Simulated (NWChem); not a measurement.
System: CH6SSi; SMILES [SiH3]SC

NWChem printed, in part:

```
             Northwest Computational Chemistry Package (NWChem) 7.3.0
             --------------------------------------------------------

 CS  symmetry detected

                             Geometry "geometry" -> ""
                             -------------------------

 Output coordinates in angstroms (scale by  1.889725989 to convert to a.u.)

  No.       Tag          Charge          X              Y              Z
 ---- ---------------- ---------- -------------- -------------- --------------
    1 Si                  14.0000     0.16541029     1.36508903     0.00000000
    2 S                   16.0000    -0.71252438    -0.58678130     0.00000000
    3 C                    6.0000     0.79341458    -1.61311993     0.00000000
    4 H                    1.0000    -0.97409721     2.32651544     0.00000000
    5 H                    1.0000     1.01852378     1.58280562     1.21009193
    6 H                    1.0000     1.01852378     1.58280562    -1.21009193
    7 H                    1.0000     1.40068159    -1.43823942    -0.89975396
    8 H                    1.0000     0.45984497    -2.65967391     0.00000000
    9 H                    1.0000     1.40068159    -1.43823942     0.89975396

 Effective nuclear repulsion energy (a.u.)     152.1648019385

      Symmetry information
      --------------------

 Group name             Cs
 Group number              2
 Group order               2
 No. of unique centers     7

  pbe96 is a nonlocal functional; adding pw91lda local functional.

                                 NWChem DFT Module
                                 -----------------

 Summary of "ao basis" -> "ao basis" (spherical)
 ------------------------------------------------------------------------------
       Tag                 Description            Shells   Functions and Types
 ---------------- ------------------------------  ------  ---------------------
 Si                         def2-svp                 8       18   4s3p1d
 S                          def2-svp                 8       18   4s3p1d
 C                          def2-svp                 6       14   3s2p1d
 H                          def2-svp                 3        5   2s1p

      Symmetry analysis of basis
      --------------------------

        a'         54
        a"         26

            General Information
            -------------------
          SCF calculation type: DFT
          Wavefunction type:  closed shell.
          No. of atoms     :     9
          No. of electrons :    42
           Alpha electrons :    21
            Beta electrons :    21
          Charge           :     0
          Spin multiplicity:     1
          Use of symmetry is: on ; symmetry adaption is: on
          Maximum number of iterations: 150
          AO basis - number of functions:    80
                     number of shells:    40
          Convergence on energy requested:  1.00D-06
          Convergence on density requested:  1.00D-05
          Convergence on gradient requested:  5.00D-04

              XC Information
              --------------
          PerdewBurkeErnzerhof Exchange Functional  1.000
            Perdew 1991 LDA Correlation Functional  1.000 local
           PerdewBurkeErnz. Correlation Functional  1.000 non-local

             Grid Information
             ----------------
          Grid used for XC integration:  xcoarse
          Radial quadrature: Mura-Knowles
          Angular quadrature: Lebedev.
          Tag              B.-S. Rad. Rad. Pts. Rad. Cut. Ang. Pts.
          ---              ---------- --------- --------- ---------
          Si                  1.10       42          10.0       194
          S                   1.00       42           8.0       194
          C                   0.70       21          10.0       194
          H                   0.35       21          12.0       194
          Grid pruning is: on
          Number of quadrature shells:   189
          Spatial weights used:  Erf1

      Superposition of Atomic Density Guess
      -------------------------------------

 Sum of atomic energies:        -726.70634736

      Non-variational initial energy
      ------------------------------

 Total energy =    -727.927641
 1-e energy   =   -1305.879244
 2-e energy   =     425.786800
 HOMO         =      -0.281487
 LUMO         =       0.060789

      Symmetry analysis of molecular orbitals - initial
      -------------------------------------------------

  Numbering of irreducible representations:

     1 a'          2 a"

  Orbital symmetries:

     1 a'          2 a'          3 a'          4 a'          5 a'
     6 a'          7 a"          8 a'          9 a'         10 a"
    11 a'         12 a'         13 a'         14 a'         15 a'
    16 a"         17 a'         18 a"         19 a'         20 a'
    21 a"         22 a'         23 a'         24 a'         25 a"
    26 a'         27 a'         28 a"         29 a'         30 a'
    31 a'

     ---------------------------------------------
      Total Density - Mulliken Population Analysis
     ---------------------------------------------

    Atom       Charge   Shell Charges
 -----------   ------   -------------------------------------------------------
    1 Si  14    13.51   2.00  1.99  1.00  0.26  5.94  1.08  1.10  0.14
    2 S   16    16.40   2.00  1.99  1.20  0.66  5.94  1.79  2.77  0.05
    3 C    6     6.21   1.99  0.94  0.25  1.92  1.08  0.02
    4 H    1     1.07   0.70  0.36  0.01
    5 H    1     1.08   0.70  0.37  0.01
    6 H    1     1.08   0.70  0.37  0.01
    7 H    1     0.89   0.67  0.19  0.02
    8 H    1     0.88   0.67  0.19  0.02
    9 H    1     0.89   0.67  0.19  0.02

   convergence    iter        energy       DeltaE   RMS-Dens  Diis-err
 ---------------- ----- ----------------- --------- --------- ---------
 d= 0,ls=0.0,diis     1   -728.7380169939 -8.81D+02  1.01D-02  3.15D-01
 d= 0,ls=0.0,diis     2   -728.7415969914 -3.58D-03  7.53D-03  1.82D-01
 d= 0,ls=0.0,diis     3   -728.7623046683 -2.07D-02  2.92D-03  6.32D-02
 d= 0,ls=0.0,diis     4   -728.7715552485 -9.25D-03  6.77D-04  2.21D-03
 d= 0,ls=0.0,diis     5   -728.7719015921 -3.46D-04  1.57D-04  1.15D-04
  Resetting Diis
 d= 0,ls=0.0,diis     6   -728.7719169497 -1.54D-05  6.29D-05  1.80D-05
 d= 0,ls=0.0,diis     7   -728.7719196979 -2.75D-06  3.02D-05  7.02D-07
 d= 0,ls=0.0,diis     8   -728.7719195820  1.16D-07  1.83D-05  1.42D-06
 d= 0,ls=0.0,diis     9   -728.7719198336 -2.52D-07  1.89D-06  1.90D-08

         Total DFT energy =     -728.771919833567
      One electron energy =    -1308.498562550963
           Coulomb energy =      481.388983049865
    Exchange-Corr. energy =      -53.827142270924
 Nuclear repulsion energy =      152.164801938455

 Numeric. integr. density =       42.001523236211

                  Occupations of the irreducible representations
                  ----------------------------------------------

                     irrep           alpha         beta
                     --------     --------     --------
                     a'               16.0         16.0
                     a"                5.0          5.0

                       DFT Final Molecular Orbital Analysis
                       ------------------------------------

 Vector   19  Occ=2.000000D+00  E=-3.061762D-01  Symmetry=a'
              MO Center= -2.4D-01,  1.3D+00,  2.9D-14, r^2= 3.7D+00
   Bfn.  Coefficient  Atom+Function         Bfn.  Coefficient  Atom+Function
  ----- ------------  ---------------      ----- ------------  ---------------
    51      0.373333  4 H  s                  8     -0.207457  1 Si px
    52      0.194057  4 H  s                 41      0.186088  3 C  py
     9      0.181134  1 Si py                11     -0.161401  1 Si px
    27     -0.138567  2 S  py                12      0.135327  1 Si py
    56     -0.130191  5 H  s                 61     -0.130191  6 H  s

 Vector   20  Occ=2.000000D+00  E=-2.710764D-01  Symmetry=a'
              MO Center= -3.9D-01, -4.1D-01,  1.1D-15, r^2= 3.0D+00
   Bfn.  Coefficient  Atom+Function         Bfn.  Coefficient  Atom+Function
  ----- ------------  ---------------      ----- ------------  ---------------
    29      0.373721  2 S  px                26      0.302244  2 S  px
    30      0.253564  2 S  py                22     -0.231964  2 S  s
    27      0.207608  2 S  py                 9     -0.190443  1 Si py
    21     -0.189540  2 S  s                 40     -0.175626  3 C  px
    23      0.172877  2 S  px                20      0.138276  2 S  s

 Vector   21  Occ=2.000000D+00  E=-2.058662D-01  Symmetry=a"
              MO Center= -4.2D-01, -4.2D-01, -1.7D-16, r^2= 2.4D+00
   Bfn.  Coefficient  Atom+Function         Bfn.  Coefficient  Atom+Function
  ----- ------------  ---------------      ----- ------------  ---------------
    31      0.618925  2 S  pz                28      0.429765  2 S  pz
    25      0.245535  2 S  pz                57     -0.149913  5 H  s
    62      0.149913  6 H  s                 66      0.125215  7 H  s
    76     -0.125215  9 H  s                 56     -0.114514  5 H  s
    61      0.114514  6 H  s                 42     -0.103990  3 C  pz

 Vector   22  Occ=0.000000D+00  E=-1.331534D-02  Symmetry=a'
              MO Center=  2.8D-01,  3.7D-01, -4.1D-15, r^2= 4.9D+00
   Bfn.  Coefficient  Atom+Function         Bfn.  Coefficient  Atom+Function
  ----- ------------  ---------------      ----- ------------  ---------------
    39      1.035521  3 C  s                 12      0.928228  1 Si py
    30      0.656681  2 S  py                52     -0.520129  4 H  s
    72     -0.441688  8 H  s                 67     -0.352897  7 H  s
    77     -0.352897  9 H  s                  9      0.241312  1 Si py
     3     -0.238834  1 Si s                 27      0.210024  2 S  py

 Vector   23  Occ=0.000000D+00  E= 1.780657D-03  Symmetry=a'
              MO Center=  3.2D-02,  4.2D-01,  1.6D-14, r^2= 4.8D+00
   Bfn.  Coefficient  Atom+Function         Bfn.  Coefficient  Atom+Function
  ----- ------------  ---------------      ----- ------------  ---------------
    22      0.963689  2 S  s                 11      0.843696  1 Si px
    39     -0.779584  3 C  s                 29      0.612246  2 S  px
    12      0.576135  1 Si py                43      0.469504  3 C  px
    57     -0.412161  5 H  s                 62     -0.412161  6 H  s
    72      0.360706  8 H  s                 52      0.322772  4 H  s

 Vector   24  Occ=0.000000D+00  E= 3.360447D-02  Symmetry=a"
              MO Center=  6.3D-02,  1.2D+00, -6.3D-14, r^2= 3.9D+00
   Bfn.  Coefficient  Atom+Function         Bfn.  Coefficient  Atom+Function
  ----- ------------  ---------------      ----- ------------  ---------------
    13      1.429258  1 Si pz                57     -1.019177  5 H  s
    62      1.019177  6 H  s                 31     -0.320773  2 S  pz
    10      0.258161  1 Si pz                17      0.172808  1 Si d  1
    56     -0.172125  5 H  s                 61      0.172125  6 H  s
     7     -0.141576  1 Si pz                28     -0.128537  2 S  pz

     ---------------------------------------------
      Total Density - Mulliken Population Analysis
     ---------------------------------------------

    Atom       Charge   Shell Charges
 -----------   ------   -------------------------------------------------------
    1 Si  14    13.72   2.00  1.98  1.09  0.19  5.92  1.32  1.04  0.18
    2 S   16    16.23   2.00  1.98  1.26  0.65  5.92  1.84  2.52  0.06
    3 C    6     6.15   1.98  0.92  0.20  2.10  0.92  0.03
    4 H    1     1.04   0.73  0.30  0.01
    5 H    1     1.05   0.73  0.31  0.01
    6 H    1     1.05   0.73  0.31  0.01
    7 H    1     0.92   0.73  0.17  0.02
    8 H    1     0.92   0.73  0.17  0.02
    9 H    1     0.92   0.73  0.17  0.02

     -------------------------------------------
      Total Density - Lowdin Population Analysis
     -------------------------------------------

    Atom       Charge   Shell Charges
 -----------   ------   -------------------------------------------------------
    1 Si  14    13.73   2.00  1.93  0.71  0.37  5.81  1.32  1.29  0.29
    2 S   16    15.94   2.00  1.95  0.99  0.66  5.81  1.92  2.53  0.08
    3 C    6     6.18   1.96  0.61  0.34  1.87  1.34  0.07
    4 H    1     1.08   0.63  0.42  0.03
    5 H    1     1.09   0.64  0.42  0.03
    6 H    1     1.09   0.64  0.42  0.03
    7 H    1     0.97   0.64  0.26  0.07
    8 H    1     0.96   0.63  0.26  0.07
    9 H    1     0.97   0.64  0.26  0.07

     Multipole analysis of the density
     ---------------------------------

     L   x y z        total         alpha         beta         nuclear
     -   - - -        -----         -----         ----         -------
     0   0 0 0     -0.000000    -21.000000    -21.000000     42.000000

     1   1 0 0      0.521506      0.260753      0.260753     -0.000000
     1   0 1 0     -0.159758     -0.079879     -0.079879      0.000000
     1   0 0 1      0.000000      0.000000      0.000000      0.000000

     2   2 0 0    -26.739718    -48.084293    -48.084293     69.428868
     2   1 1 0     -1.344448      3.117702      3.117702     -7.579853
     2   1 0 1      0.000000      0.000000      0.000000      0.000000
     2   0 2 0    -24.261640   -135.055133   -135.055133    245.848626
     2   0 1 1     -0.000000     -0.000000     -0.000000      0.000000
     2   0 0 2    -27.165999    -21.703170    -21.703170     16.240341

            General Information
            -------------------
          SCF calculation type: DFT
          Wavefunction type:  closed shell.
          No. of atoms     :     9
          No. of electrons :    42
           Alpha electrons :    21
            Beta electrons :    21
          Charge           :     0
          Spin multiplicity:     1
          Use of symmetry is: on ; symmetry adaption is: on
          Maximum number of iterations: 150
          AO basis - number of functions:    80
                     number of shells:    40
          Convergence on energy requested:  1.00D-06
          Convergence on density requested:  1.00D-05
          Convergence on gradient requested:  5.00D-04

              XC Information
              --------------
          PerdewBurkeErnzerhof Exchange Functional  1.000
            Perdew 1991 LDA Correlation Functional  1.000 local
           PerdewBurkeErnz. Correlation Functional  1.000 non-local

[...]

                         DFT ENERGY GRADIENTS

    atom               coordinates                        gradient
                 x          y          z           x          y          z
   1 Si      0.312580   2.579644   0.000000   -0.001007  -0.002178   0.000000
   2 S      -1.346476  -1.108856   0.000000    0.006853   0.000804   0.000000
   3 C       1.499336  -3.048355   0.000000    0.000682  -0.000977   0.000000
   4 H      -1.840777   4.396477   0.000000    0.000898  -0.000650   0.000000
   5 H       1.924731   2.991069   2.286742   -0.000909  -0.000747  -0.001015
   6 H       1.924731   2.991069  -2.286742   -0.000909  -0.000747   0.001015
   7 H       2.646904  -2.717878  -1.700288   -0.003671  -0.000431   0.004646
   8 H       0.868981  -5.026055   0.000000    0.001733   0.005357   0.000000
   9 H       2.646904  -2.717878   1.700288   -0.003671  -0.000431  -0.004646
```

Level: PBE/def2-SVP. Coordinates come from a PBE0/def2-SVP optimisation.

### Question
Which NWChem input produces such a log?

### Answer
This is not unique; one that fits is the input that was run:
```
start job
memory heap 200 mb stack 900 mb global 1100 mb
geometry units angstroms noautoz
  Si     0.153505     1.346889     0.000236
  S     -0.719478    -0.607201     0.000171
  C      0.789058    -1.629718     0.001306
  H     -0.988436     2.305423    -0.001004
  H      1.005074     1.567165     1.210952
  H      1.007053     1.566371    -1.209231
  H      1.395637    -1.454555    -0.898857
  H      0.458142    -2.677114     0.002871
  H      1.396123    -1.452042     0.900651
end
basis spherical
  * library def2-svp
end
dft
  xc xpbe96 cpbe96
  grid xcoarse
  iterations 150
  mulliken
end
task dft gradient
```
